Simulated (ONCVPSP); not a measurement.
# Before and after: ONCV potential for oxygen (O)

O, optimised norm-conserving Vanderbilt (ONCV), made with ONCVPSP 4.0.1 (PBE, scalar-relativistic). Core [He], reference 2s2 2p4. Waves: 2s: rc 0.85 bohr, ncon 4, nbas 8, qcut 8.2 1/bohr, 3 projectors, debl 1 Ha; 2p: rc 1.90 bohr, ncon 4, nbas 8, qcut 7.3 1/bohr, 2 projectors, debl 0.4 Ha; d scattering state at 0.19 Ha: rc 1.55 bohr, ncon 4, nbas 8, qcut 5.6 1/bohr, 2 projectors, debl 2.4 Ha. Local part: polynomial inside 0.75 bohr (lpopt 5, dvloc0 2 Ha). Core correction: Teter function fitted to the true core (icmod 2), fcfact 0.4.

Change: p: rc 1.3.

Cutoffs: the cutoffs (Ha) at which the residual kinetic energy of the hardest occupied pseudo-wave falls to 1 and 0.1 mHa per electron; they do not see the model core or the augmentation charge, which bear on the density cutoff. Errors are all-electron minus pseudo energies relative to the spin-unpolarised reference configuration.

Q: How do hardness, ghosts and transferability respond?

A: The potential gets neither clearly harder nor softer (40 Ha and 208 Ha → 40 Ha and 208 Ha); both files keep a bound ghost (s); of the 4 tests that both files solve, the error grows in 0 and shrinks in 4 by more than 15 % and 0.3 meV (median size 352.3 → 115.5 meV). Less of the atom is replaced, so other configurations are described better.

| quantity | base | changed |
| --- | --- | --- |
| cutoff, loose | 40 Ha | 40 Ha |
| cutoff, tight | 208 Ha | 208 Ha |
| loose cutoff by channel | s 40 Ha, p 19 Ha | s 40 Ha, p 30 Ha |
| bound ghosts | s | s |
| GHOST(+) flags under 300 eV | none | none |
| error for 2s2 2p3, meV [ΔE 16.43 eV] | +84 | +24 |
| error for 2s2 2p2, meV [ΔE 50.02 eV] | +620 | +207 |
| error for 2s2 2p1, meV [ΔE 103.89 eV] | +2234 | +835 |
| error for 2s2 2p3.5, meV [ΔE 6.29 eV] | +14 | +3.5 |
| s: phases at 0.86 bohr within 0.05 rad from the reference energy up to (Ha; the scan ends near 5) | to the end of the scan | to the end of the scan |
| d: phases at 1.57 bohr within 0.05 rad from the reference energy up to (Ha; the scan ends near 5) | to the end of the scan | to the end of the scan |
| rms error of d²Exc/dni dnj with the model core, mHa | 1.52 | 1.97 |

 A true bound ghost makes a file unfit for plane-wave use even where its test errors are small: the radial tests pick states by their node count and pass the ghost by.
